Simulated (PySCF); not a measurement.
Sn(Pgl)(OH)3 (C3H6O3Sn), SMILES C#C[CH2][Sn]([OH])([OH])[OH].

Geometry: PBE-D3(BJ)/def2-SVP. The def2 effective core potentials stand for the cores of Sn; spin–orbit coupling is left out. The values are those of a single conformer.

Calculation: TDA-PBE0/def2-SVPD in PySCF 2.14.0.

Vertical excitations. Gas-phase values at a fixed geometry.

List the lowest excited states. (Estimate from the structure and the level; the computed values follow.)


| state | energy (eV) | λ (nm) | f | main pairs |
|---|---|---|---|---|
| S1 | 5.19 | 239 | 0.139 | HOMO→LUMO 93 % |
| S2 | 5.39 | 230 | 0.001 | HOMO−1→LUMO 93 % |
| S3 | 5.62 | 220 | 0.021 | HOMO−2→LUMO 87 % |
| S4 | 5.88 | 211 | 0.014 | HOMO−4→LUMO 91 % |
| S5 | 5.91 | 210 | 0.077 | HOMO−3→LUMO 82 % |
| S6 | 6.27 | 198 | 0.003 | HOMO→LUMO+2 70 % |
| T1 | 4.32 | 287 | 0 | HOMO→LUMO 84 % |
| T2 | 5.10 | 243 | 0 | HOMO−1→LUMO 47 %, HOMO−2→LUMO 34 % |
Triplets are in the Tamm–Dancoff approximation.
